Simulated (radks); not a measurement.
Question: The bromine ion Br2+, [Ar] 3d10 4s2 4p3. Method: non-relativistic Kohn-Sham, PBE, spin-polarised, spherical densities, point nucleus; computed with a radial shooting solver on a logarithmic mesh with Libxc functionals. Every spin shell is full or empty, so the densities are truly spherical. Functionals are evaluated on that one density, not self-consistently. Rank these orbital-free kinetic functionals by their error against the exact value of the orbitals, and give that value: Thomas-Fermi, von Weizsacker, TF + vW/9, TF + vW/5, LC94, revAPBEK, Perdew 92, Thakkar, Pearson, LKT, PG1, DePristo-Kress.

Answer: Exact: 2571.12 hartree. From best to worst, with 100 (|E| - |E exact|)/|E exact| (equal figures are ties): LC94 +0.02, DePristo-Kress -0.09, revAPBEK +0.32, Thakkar -0.49, Perdew 92 -0.73, TF + vW/9 -0.74, Pearson -1.10, TF + vW/5 +3.42, Thomas-Fermi -5.95, PG1 +17.44, LKT +22.06, von Weizsacker -53.15.
